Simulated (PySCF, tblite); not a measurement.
Isomers of C7H7N3S, one GFN2-xTB conformer each. Single-point energies are computed at PBE0/pcSseg-1 (PySCF, gas phase, no added dispersion term), electronic only.

Question: Rank them by PBE0/pcSseg-1 energy, lowest first (kcal/mol).
A. `[CH3:1][S:2][c:3]1[cH:4][n:5][n:6][c:7]([C:8]#[N:9])[c:10]1[CH3:11]` with C1–S2–C3–C4 0°
B. `[CH3:1][S:2][c:3]1[n:4][n:5][n:6]2[cH:7][cH:8][cH:9][cH:10][c:11]12` with C1–S2–C3–N4 0°

Answer: B (0.0), A (12.4).

As drawn, the higher has a C≡N group, which the lower lacks. GFN2-xTB itself gives, in the same order: 0.0, 31.6. Both levels put the same isomer lowest.

Question: Which frontier levels, dipoles and rotational constants go with these structures?

Answer: 
```
          SMILES  HOMO (eV, PBE0/pcSseg-1)  LUMO (eV)  dipole (D)       A, B, C (MHz)
 CSc1nnn2ccccc12                     -5.79      -1.46        3.11  2482, 683.1, 537.5
CSc1cnnc(C#N)c1C                     -7.12      -2.08        7.43  2045, 658.0, 500.9
```

Question: What happens when harmonic zero-point energies from GFN2-xTB frequencies are added?

Answer: 
```tsv
SMILES	ZPE (kcal/mol)	electronic (kcal/mol)	with ZPE (kcal/mol)
CSc1nnn2ccccc12	81.9	0.0	0.0
CSc1cnnc(C#N)c1C	79.9	12.4	10.4
```

The zero-point energies span 2.0 kcal/mol. The order is unchanged.
